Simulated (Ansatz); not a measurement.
Reaction (atomization): `NB(O)[TeH]` → B• + 4 H• + N• + O• + Te•

Calculated with Ansatz (gas phase, PBE0-D4/def2-TZVP geometries, no zero-point term in ΔE). CCSD(T)/CBS adds triple-zeta CCSD(T) − MP2 to the extrapolated MP2 energy (def2 sets, frozen cores). This one scheme is used for every species, atoms too. DFT in def2-TZVPP. B3LYP here is the variant with VWN-RPA as its local correlation; programs differ in this. HSE06 is defined as in plane-wave codes. Open shells (•) are unrestricted, without spin–orbit coupling. Spin–orbit coupling would lower the free atoms: a little for B, O; strongly for Te. def2 core potentials past Kr. For Te outer-core shells are correlated without core-valence functions, so the limit isn't a true one: a few kJ/mol of doubt a bond, and 10 to 20 or more in all where bonds break to atoms. One conformer a species, not always the lowest.

| level | ΔE (kJ/mol) | difference from CCSD(T)/CBS |
| --- | --- | --- |
| PBE-D4 | 2938.5 | 66.2 |
| revPBE-D4 | 2850.6 | -21.7 |
| BLYP-D4 | 2884.6 | 12.3 |
| r2SCAN-D4 | 2864.8 | -7.5 |
| B97M-V | 2864.7 | -7.6 |
| PBE0-D4 | 2863.1 | -9.2 |
| B3LYP-D4 | 2871.7 | -0.6 |
| r2SCANh-D4 | 2840.3 | -32.0 |
| r2SCAN0-D4 | 2804.8 | -67.5 |
| HSE06-D4 | 2865.1 | -7.2 |
| BHLYP-D4 | 2762.9 | -109.4 |
| CAM-B3LYP-D4 | 2881.3 | 9.0 |
| ωB97X-V | 2869.1 | -3.2 |
| ωB97M-V | 2869.3 | -3.0 |
| B2PLYP | 2835.1 | -37.2 |
| PBE-QIDH | 2829.7 | -42.6 |
| PBE | 2922.4 | 50.1 |
| revPBE | 2803.2 | -69.1 |
| BLYP | 2849.1 | -23.2 |
| r2SCAN | 2861.2 | -11.1 |
| PBE0 | 2849.6 | -22.7 |
| B3LYP | 2845.4 | -26.9 |
| r2SCANh | 2836.3 | -36.0 |
| r2SCAN0 | 2800.4 | -71.9 |
| BHLYP | 2741.8 | -130.5 |
| CAM-B3LYP | 2867.4 | -4.9 |
| LC-ωPBE | 2840.6 | -31.7 |
| HF/def2-SVP | 1988.9 | -883.4 |
| MP2/def2-SVP | 2713.1 | -159.2 |
| CCSD/def2-SVP | 2631.2 | -241.1 |
| CCSD(T)/def2-SVP | 2663.7 | -208.6 |
| HF/def2-TZVPP | 1974.1 | -898.2 |
| MP2/def2-TZVPP | 2837.1 | -35.2 |
| CCSD/def2-TZVPP | 2722.2 | -150.1 |
| CCSD(T)/def2-TZVPP | 2774.4 | -97.9 |
| HF/def2-QZVPP | 1979.1 | -893.2 |
| MP2/def2-QZVPP | 2895.0 | 22.7 |
| SCS-MP2/def2-QZVPP | 2882.7 | 10.4 |
| HF/CBS(def2) | 1979.8 | -892.5 |
| CCSD/CBS(def2) | 2820.2 | -52.1 |
| CCSD(T)/CBS | 2872.3 | 0 |

Largest T1 diagnostic among the species: 0.014.

In def2-TZVPP, CCSD(T) changes the Hartree–Fock value by +800.2 kJ/mol (the triples alone add +52.1 kJ/mol) and MP2 by +863.0 kJ/mol; breaking electron pairs costs correlation energy, which Hartree–Fock lacks. At CCSD(T), def2-SVP lies −208.6 kJ/mol from the extrapolated value and def2-TZVPP −97.9 kJ/mol: correlation converges slowly with the basis, and small sets miss more of it in the bonded molecule than in its fragments. Leaving LDA and LC-ωPBE aside and taking each functional with its dispersion term where it has one, the values spread over 175.6 kJ/mol, from BHLYP-D4 to PBE-D4. LDA lies +412.5 kJ/mol from PBE without D4, its usual overbinding.

For atomizations the MP2-based limit and the directly extrapolated one differ by several kJ/mol either way, and by 10 to 25 for some Ge, Se and Sn compounds, so smaller differences from it don't rank the levels.
